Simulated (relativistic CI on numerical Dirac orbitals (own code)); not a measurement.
## Ligand-field terms of d7

Computed with a parametric ligand-field model of a d^n configuration (Racah B and C, spin-orbit zeta, crystal field), exact diagonalisation.

Field parameters in Wybourne normalisation: D3d B²₀ = −7Dσ, B⁴₀ = −14Dq − 21Dτ, B⁴₃ = −14√(10/7) Dq; Oh B⁴₀ = 21Dq, B⁴₄ = √(5/14) B⁴₀. The field is a parameter set, without covalency.

Task: Ground term and bands for B = 370, C = 1810, ζ = 0 cm⁻¹, Oh, 10Dq = 31850 cm⁻¹?

Result: Ground term 2E with 1.01 electrons in the two orbitals of the cubic e set. Spin-allowed: 2T1 30304 cm⁻¹ (330 nm), 2T2 30803 cm⁻¹ (325 nm), 2T1 33078 cm⁻¹ (302 nm), 2T2 40128 cm⁻¹ (249 nm). Lowest spin-forbidden: 4T1 23274 cm⁻¹ (430 nm), 4T2 54153 cm⁻¹ (185 nm), 4T1 58733 cm⁻¹ (170 nm).

Task: Ground term and bands for B = 410, C = 2080, ζ = 0 cm⁻¹, D3d, 10Dq = 18350, Dσ = -1200, Dτ = -110 cm⁻¹?

Result: Ground term 2E with 1.03 electrons in the two orbitals of the cubic e set. Spin-allowed: 2A2 14212 cm⁻¹ (704 nm), 2E 15202 cm⁻¹ (658 nm), 2A1 17265 cm⁻¹ (579 nm), 2E 18005 cm⁻¹ (555 nm). Lowest spin-forbidden: 4A2 5886 cm⁻¹ (1699 nm), 4E 9638 cm⁻¹ (1038 nm), 4A1 24031 cm⁻¹ (416 nm).

Task: Ground term and bands for B = 310, C = 1160, ζ = 0 cm⁻¹, Oh, 10Dq = 3250 cm⁻¹?

Result: Ground term 4T1 with 2.07 electrons in the two orbitals of the cubic e set. Spin-allowed: 4T2 2847 cm⁻¹, 4A2 6097 cm⁻¹ (1640 nm), 4T1 7094 cm⁻¹ (1410 nm). Lowest spin-forbidden: 2E 2440 cm⁻¹, 2T1 5111 cm⁻¹ (1956 nm), 2T2 5221 cm⁻¹ (1915 nm).

Task: Ground term and bands for B = 970, C = 3510, ζ = 0 cm⁻¹, D3d, 10Dq = 31950, Dσ = 1200, Dτ = -200 cm⁻¹?

Result: Ground term 2E with 1.03 electrons in the two orbitals of the cubic e set. Spin-allowed: 2E 28409 cm⁻¹ (352 nm), 2A2 29427 cm⁻¹ (340 nm), 2A1 29504 cm⁻¹ (339 nm), 2E 29561 cm⁻¹ (338 nm). Lowest spin-forbidden: 4E 13433 cm⁻¹ (744 nm), 4A2 14289 cm⁻¹ (700 nm), 4E 42524 cm⁻¹ (235 nm).

Task: Ground term and bands for B = 810, C = 3670, ζ = 0 cm⁻¹, D3d, 10Dq = 18950, Dσ = 890, Dτ = 220 cm⁻¹?

Result: Ground term 2E with 1.05 electrons in the two orbitals of the cubic e set. Spin-allowed: 2E 16319 cm⁻¹ (613 nm), 2A1 17611 cm⁻¹ (568 nm), 2E 18213 cm⁻¹ (549 nm), 2A2 18446 cm⁻¹ (542 nm). Lowest spin-forbidden: 4E 1356 cm⁻¹, 4A2 4863 cm⁻¹ (2056 nm), 4E 19669 cm⁻¹ (508 nm).
